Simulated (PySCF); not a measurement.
Deuteron quadrupole couplings in `CC#C[C@@H]1[SiH2]C=C[C@@H]1F`

Species: C₇H₉FSi.
Geometry (GFN2-xTB, Å), atoms numbered from 1 in this order:
```xyz
18
C7H9FSi angstrom
C     -3.2762   -0.5236    0.8036
C     -1.9752    0.0409    0.5148
C     -0.9078    0.5278    0.2688
C      0.4097    1.0723    0.0204
Si     1.0770    0.4154   -1.6601
C      1.9183   -1.0087   -0.7693
C      1.9594   -0.7940    0.5408
C      1.4155    0.5109    1.0390
F      0.8592    0.3636    2.2971
H     -3.5864   -1.1914   -0.0005
H     -3.2323   -1.0880    1.7349
H     -4.0143    0.2715    0.9085
H      0.3584    2.1603    0.1010
H      0.0200    0.0427   -2.5956
H      2.0276    1.3617   -2.2561
H      2.3255   -1.9048   -1.2079
H      2.3684   -1.4729    1.2748
H      2.2446    1.2224    1.1800
```

Level: PBE0/pcSseg-1 (PySCF, non-relativistic); Q(2H) = 0.00286 b; rigid geometry, the same for H and D, with no vibrational averaging.

Question: Rank these positions by the coupling χzz of a deuteron there, largest first.
A. H12 (methyl hydrogen)
B. H16 (vinylic hydrogen)
C. H17 (vinylic hydrogen)
D. H15 (Si–H hydrogen)
E. H18 (methine hydrogen)

Answer: B (228 kHz), C (220 kHz), A (208 kHz), E (186 kHz), D (107 kHz).

Q: What are Vzz, η and χzz (234.96 MHz × Q × Vzz) at all hydrogens?

A: 
| atom | bonded to | bond length (Å) | Vzz (au) | η | χzz (kHz) |
| --- | --- | --- | --- | --- | --- |
| H10 | C1 | 1.090 | 0.3082 | 0.02 | 207 |
| H11 | C1 | 1.090 | 0.3086 | 0.02 | 207 |
| H12 | C1 | 1.090 | 0.3088 | 0.02 | 208 |
| H13 | C4 | 1.092 | 0.3063 | 0.05 | 206 |
| H14 | Si5 | 1.460 | 0.1642 | 0.02 | 110 |
| H15 | Si5 | 1.468 | 0.1590 | 0.01 | 107 |
| H16 | C6 | 1.078 | 0.3391 | 0.02 | 228 |
| H17 | C7 | 1.080 | 0.3274 | 0.04 | 220 |
| H18 | C8 | 1.102 | 0.2765 | 0.06 | 186 |

Q: Average by the element that carries the hydrogen.

A: on C: 209 kHz over 7 positions, mean bond length 1.089 Å; on Si: 109 kHz over 2 positions, mean bond length 1.464 Å.

Q: How does χzz go with the bond length over the 7 C–H bonds?

A: A straight-line fit has a slope of -16.3 kHz for each 0.01 Å, with a correlation coefficient of -0.99, over lengths from 1.078 to 1.102 Å. The longer bonds have the smaller couplings here.

One conformer (not necessarily the lowest) at the GFN2-xTB geometry, without solvent, vibrations or thermal averaging. GFN2-xTB bond lengths can be off by several hundredths of an ångström, more for odd bonds, and the gradients follow them. With so small a basis the couplings can be 20 % off.
